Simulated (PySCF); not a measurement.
N³⁺ (nitrogen, charge +3) across methods

[He] 2s2, closed-shell 1S. All numbers are calculated (PySCF 2.14, the non-relativistic Hamiltonian (point nucleus), in def2-QZVPPD (8s4p4d2f1g, 63 functions)).

```json
{"method": "PBE", "E (hartree)": "-51.1303", "mean ε 1s (eV)": "-450.59", "mean ε 2s (eV)": "-68.083", "Σ⟨r²⟩ (bohr²)": "3.018", "⟨S²⟩": "0.000"}
{"method": "LDA", "E (hartree)": "-50.7209", "mean ε 1s (eV)": "-447.32", "mean ε 2s (eV)": "-67.757", "Σ⟨r²⟩ (bohr²)": "3.039", "⟨S²⟩": "0.000"}
{"method": "r2SCAN", "E (hartree)": "-51.1593", "mean ε 1s (eV)": "-455.23", "mean ε 2s (eV)": "-68.473", "Σ⟨r²⟩ (bohr²)": "3.029", "⟨S²⟩": "0.000"}
{"method": "UHF", "E (hartree)": "-51.08207", "mean ε 1s (eV)": "-493.07", "mean ε 2s (eV)": "-75.286", "Σ⟨r²⟩ (bohr²)": "3.043", "⟨S²⟩": "0.000"}
{"method": "PBE0", "E (hartree)": "-51.1425", "mean ε 1s (eV)": "-461.38", "mean ε 2s (eV)": "-70.143", "Σ⟨r²⟩ (bohr²)": "3.019", "⟨S²⟩": "0.000"}
{"method": "wB97X", "E (hartree)": "-51.2091", "mean ε 1s (eV)": "-461.55", "mean ε 2s (eV)": "-72.784", "Σ⟨r²⟩ (bohr²)": "3.010", "⟨S²⟩": "0.000"}
{"method": "TPSS", "E (hartree)": "-51.2076", "mean ε 1s (eV)": "-453.64", "mean ε 2s (eV)": "-68.438", "Σ⟨r²⟩ (bohr²)": "3.011", "⟨S²⟩": "0.000"}
{"method": "B97-3", "E (hartree)": "-51.1927", "mean ε 1s (eV)": "-462.48", "mean ε 2s (eV)": "-70.399", "Σ⟨r²⟩ (bohr²)": "3.005", "⟨S²⟩": "0.000"}
```

Task: Estimate the same row for MN15.

Result: E (hartree) = -51.1965; mean ε 1s (eV) = -455.22; mean ε 2s (eV) = -71.270; Σ⟨r²⟩ (bohr²) = 3.004; ⟨S²⟩ = 0.000.
